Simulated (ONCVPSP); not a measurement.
## Ag (Z = 47): excitation energies, all-electron against ONCV

| Quantity | Value |
| --- | --- |
| Element | silver (Ag) |
| Generator | ONCVPSP 4.0.1 |
| Type | optimised norm-conserving Vanderbilt (ONCV) |
| Functional | LDA (Perdew-Wang 92) |
| Relativity | fully relativistic |
| Frozen core | [Ar] 3d10 |
| Valence charge | 19 |
| Reference configuration | 4s2 4p6 4d10 5s1 |
| Partial waves | 4s+5s: rc 1.45 bohr, ncon 4, nbas 8, qcut 8.4 1/bohr, 2 projectors; 4p: rc 1.10 bohr, ncon 3, nbas 7, qcut 7.1 1/bohr, 2 projectors, debl 1.5 Ha; 4d: rc 1.20 bohr, ncon 4, nbas 8, qcut 8.3 1/bohr, 1 projector |
| Local potential | polynomial inside 0.75 bohr (lpopt 5, dvloc0 0 Ha) |
| Core correction | Teter function, fcfact 4.5, rcfact 1.1 |

Open shells are filled in proportion to 2j + 1.

In the p channel the program set the typed energies aside and used -2.096, 0.250 Ha (j = l + 1/2; the other j can differ).

Energies are relative to the spin-unpolarised reference configuration 4s2 4p6 4d10 5s1; without spin polarisation the order of configurations can differ from experiment.

```csv
valence configuration,charge,ΔE all-electron (eV),error AE − PS (meV)
4s2 4p6 4d9 5s0,+2,30.484,+3.5
4s2 4p6 4d8 5s0,+3,66.920,+15
4s2 4p5 4d10 5s1,+1,65.480,-6.8
```

Problem. What are ΔE and the potential's error for 4s2 4p6 4d10 5s0?

Solution. ΔE = 8.097 eV all-electron; the error (AE − PS) is +0.6 meV.

Levels in the configuration 4s2 4p6 4d10 5s0:

| level | all-electron (eV) | pseudo (eV) |
| --- | --- | --- |
| 4s j=1/2 | -103.308 | -103.318 |
| 4p j=3/2 | -65.357 | -65.356 |
| 4p j=1/2 | -70.506 | -70.506 |
| 4d j=5/2 | -15.693 | -15.693 |
| 4d j=3/2 | -16.265 | -16.263 |

Note: ghosts flagged at negative energy: s at -7.4 eV; GHOST(+) flagged for p1/2 at 402.0 eV. A true bound ghost makes a file unfit for plane-wave use.
